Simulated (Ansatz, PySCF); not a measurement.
The pair A = BH3 (SMILES B) (first 4 atoms), B = CH4O (SMILES CO); geometry from B3LYP-D3(BJ)/def2-TZVP.
(charge 0, multiplicity 1):
```xyz
10

B      0.0314    -0.0098     0.7831
H     -0.3262     1.1245     0.6106
H     -0.6037    -0.8514     0.2043
H      1.2284    -0.1728     0.7716
C      0.2917     0.5197     3.3531
O     -0.3957    -0.2912     2.3757
H     -0.0646     0.2545     4.3471
H      0.0334     1.5476     3.1189
H      1.3688     0.3799     3.2651
H     -0.2545    -1.2285     2.5583
```

Rows in 6-31G* carry no dispersion term and start afresh at each structure (6-31G* with six Cartesian d functions). MP2/6-31G* freezes PySCF's default core.

Codes used: Ansatz (a first-principles code) with Gaussian orbitals; PySCF for 6-31G* rows. 

Total energies (hartree), monomers frozen at their geometry in the pair:

```csv
structure,PBE/def2-TZVPPD,B3LYP/def2-TZVPPD,MP2/6-31G*
AB,-142.2205465,-142.4312099,-141.8442472
A in the pair's basis,-26.5385708,-26.6091711,-26.4495989
B in the pair's basis,-115.6335238,-115.7797941,-115.3524762
A,-26.5384364,-26.6090606,-26.4480000
B,-115.6334118,-115.7796875,-115.3449119
```

Question: Work out the interaction energy without and with the counterpoise correction, and the superposition error, for each level.

Answer: 
E(AB) − E(A) − E(B), times 627.509 kcal/mol, with the monomers in their own basis and then in the pair's basis:
- PBE/def2-TZVPPD: -30.56 uncorrected, -30.40 corrected; the monomers gain 0.15 kcal/mol from borrowed functions
- B3LYP/def2-TZVPPD: -26.65 uncorrected, -26.51 corrected; the monomers gain 0.14 kcal/mol from borrowed functions
- MP2/6-31G*: -32.21 uncorrected, -26.46 corrected; the monomers gain 5.75 kcal/mol from borrowed functions
